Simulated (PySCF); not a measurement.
ClH6NSi3. Atoms are numbered in the order given.

```xyz
11

Cl    -2.4065     0.3941     0.0000
Si    -0.6448    -0.7101     0.0000
Si     1.0471     0.0472    -1.4499
N      1.9804     0.3890     0.0000
Si     1.0471     0.0472     1.4499
H     -1.0000    -2.1587     0.0000
H      1.6989    -0.9529    -2.3555
H      0.7164     1.2517    -2.2749
H      2.9268     0.7594     0.0000
H      0.7164     1.2517     2.2749
H      1.6989    -0.9529     2.3555
```

The structure is a stationary point at PBE0-D3(BJ)/def2-SVP. This is a generated structure with no PubChem entry under its InChIKey; it may be hypothetical.

The numbers are results of PySCF with HF/def2-TZVP, not measurements.

Isolated molecule, no solvent.

```
Quantity                                                                                                        Value
---------------------------------------------------------------------------------------------  ----------------------
total energy                                                                                      -1384.39494 hartree
point group                                                                                                        Cs
highest occupied level                                                                                       -9.62 eV
lowest empty level                                                                                            2.08 eV
orbital gap                                                                                                  11.70 eV
dipole moment                                                                                                  2.15 D
quadrupole, principal values (traceless, Buckingham form, about the centre of nuclear charge)  -4.40, -0.65, 5.04 D·Å
mean static polarisability                                                                      91.9 bohr³ (13.61 Å³)
polarisability, principal values                                                               79.4, 97.0, 99.2 bohr³
```
